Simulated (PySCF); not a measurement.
## Eu⁴⁴⁺: ionisation energy

Eu⁴⁴⁺ [Ar] 3d1 [3d3/2^1, M_J = 3/2] → Eu⁴⁵⁺ [Ar], as a difference of total energies. Computed with PySCF 2.14 in an uncontracted even-tempered set (16 s from 10 bohr⁻², ratio 2.8; 12 p from 13 bohr⁻², ratio 2.8; 8 d from 13 bohr⁻², ratio 2.8; 3 f from 40 bohr⁻², ratio 3), with the two-component X2C-1e Hamiltonian. Correlated levels: [Ne] frozen; the 74 highest virtual spinors dropped. "Screened" scales the spin-orbit matrix elements by Boettger's factors to mimic the two-electron term; Breit and QED terms are absent.

| method | ionisation energy (eV) |
| --- | --- |
| GHF (spin-free) | 3490.0 |
| GMP2 (spin-free) | 3489.5 |
| GHF (screened spin-orbit) | 3511.4 |
| GMP2 (screened spin-orbit) | 3511.0 |

Breit and QED terms and the two-electron picture change are absent.

The spin-free rows lack the spin-orbit shift.

For comparison: 3510 ± 4 eV (theoretical estimate listed by NIST; NIST Atomic Spectra Database, ionization energies).
